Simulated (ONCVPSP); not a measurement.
## Varying the ONCV potential for Eu

Base potential:

```
Element                 : Eu
Generator               : ONCVPSP 4.0.1
Type                    : optimised norm-conserving Vanderbilt (ONCV)
Functional              : PBEsol
Relativity              : scalar-relativistic
Frozen core             : [Kr] 4d10 4f6
Valence charge          : 11
Reference configuration : 5s2 5p6 5d2 6s1
Partial waves           : 5s+6s: rc 2.65 bohr, ncon 4, nbas 7, qcut 5.1 1/bohr, 3 projectors, debl 1.6 Ha; 5p: rc 1.85 bohr, ncon 4, nbas 8, qcut 7.6 1/bohr, 2 projectors, debl 0.6 Ha; 5d: rc 2.50 bohr, ncon 3, nbas 6, qcut 4 1/bohr, 1 projector
Local potential         : polynomial inside 1.65 bohr (lpopt 5, dvloc0 0 Ha)
Core correction         : none
```

In the p channel the program set the typed energies aside and used -0.928, 0.250 Ha.

Cutoffs, loose and tight: the cutoffs (Ha) at which the residual kinetic energy of the hardest occupied pseudo-wave falls to 1 and 0.1 mHa per electron. They do not see the model core or the augmentation charge, which bear on the density cutoff. Test errors are all-electron minus pseudo excitation energies from the reference, over the configurations 5s2 5p6 5d1 6s2; 5s2 5p6 5d1 6s1; 5s2 5p6 5d1 6s0; 5s2 5p6 5d1 6s1 6p1. A dash means not determined; rows that change the core or the reference have their own tests.

A true bound ghost makes a file unfit for plane-wave use even where its test errors are small: the radial tests pick states by their node count and pass the ghost by.

```tsv
change	outcome	cutoff, loose	cutoff, tight	bound ghosts	GHOST(+) flags above zero	largest test error (meV)
base	generated, projector energies reset by the program	19 Ha	22 Ha	none	s	-11
all radii scaled by about 0.82 (s 2.16, p 1.52, d 2.04 bohr); local potential polynomial inside 1.34 bohr (lpopt 5, dvloc0 0 Ha)	generated, projector energies reset by the program	21 Ha	25 Ha	none	s	-10
all radii scaled by about 0.87 (s 2.32, p 1.62, d 2.18 bohr); local potential polynomial inside 1.44 bohr (lpopt 5, dvloc0 0 Ha)	generated, projector energies reset by the program	21 Ha	25 Ha	none	s	-11
all radii scaled by about 0.96 (s 2.54, p 1.78, d 2.40 bohr); local potential polynomial inside 1.58 bohr (lpopt 5, dvloc0 0 Ha)	generated, projector energies reset by the program	19 Ha	23 Ha	none	s	-11
all radii scaled by about 1.05 (s 2.76, p 1.94, d 2.62 bohr); local potential polynomial inside 1.72 bohr (lpopt 5, dvloc0 0 Ha)	generated, projector energies reset by the program	18 Ha	22 Ha	none	s	-11
all radii scaled by about 1.13 (s 3.00, p 2.10, d 2.82 bohr); local potential polynomial inside 1.86 bohr (lpopt 5, dvloc0 0 Ha)	generated, projector energies reset by the program	16 Ha	20 Ha	none	s	-11
all radii scaled by about 1.23 (s 3.26, p 2.28, d 3.08 bohr); local potential polynomial inside 2.02 bohr (lpopt 5, dvloc0 0 Ha)	generated, projector energies reset by the program	14 Ha	18 Ha	none	none	-9.4
all radii scaled by about 1.32 (s 3.50, p 2.44, d 3.30 bohr); local potential polynomial inside 2.18 bohr (lpopt 5, dvloc0 0 Ha)	generated, projector energies reset by the program	13 Ha	18 Ha	d	none	-10
```

Reading the sweep of the scale of all radii (base = 1) (base included, trends over the rows without a ghost): The loose cutoff falls from 21 Ha at 0.82 to 14 Ha at 1.23. A larger radius leaves more room for a smooth pseudo-wave, so fewer plane waves are needed; a smaller one forces it to follow the all-electron wave where it bends sharply. The median size of the test errors (rows with all tests solved) falls from 6.9 meV at 0.82 to 3.7 meV at 1.23. This runs against the usual rule that a larger radius transfers worse; these runs do not show why. Bound ghosts are found at 1.32.
